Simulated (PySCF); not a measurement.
## Bi (bismuth, neutral) across methods

[Xe] 4f14 5d10 6s1 6p3 7s1, high-spin 6S determinant (an excited configuration). All numbers are calculated (PySCF 2.14, the spin-free X2C one-electron Hamiltonian (Gaussian nucleus), in aug-cc-pVTZ-DK3).

```
   method  E (hartree)  mean ε 6s α (eV)  mean ε 6p α (eV)  mean ε 7s α (eV)  Σ⟨r²⟩ (bohr²)   ⟨S²⟩
      LDA    -21519.89           -19.291            -8.564            -2.076          98.97  8.752
   r2SCAN    -21532.85           -20.090            -8.995            -1.931          100.0  8.756
BHandHLYP    -21532.58           -22.804           -10.436            -2.469          100.2  8.753
      PBE    -21532.94           -19.099            -8.442            -1.911          99.42  8.752
     PBE0    -21532.63           -21.128            -9.615            -2.300          99.62  8.753
   M06-2X    -21535.09           -23.831           -10.965            -2.769          100.2  8.754
```

**Question.** Estimate the same row for UHF.

**Answer.** E (hartree) = -21526.68854; mean ε 6s α (eV) = -26.356; mean ε 6p α (eV) = -12.558; mean ε 7s α (eV) = -3.169; Σ⟨r²⟩ (bohr²) = 101.4; ⟨S²⟩ = 8.758.

Spin-orbit coupling, which splits the p, d and f shells strongly at this Z, is absent. Spin-orbit coupling is strong in this species (close to jj coupling), so the high-spin LS determinant is a model state, not a physical level. The outer electron is Rydberg-like, and this basis confines it to a smaller radius and binds it less than a complete one would.
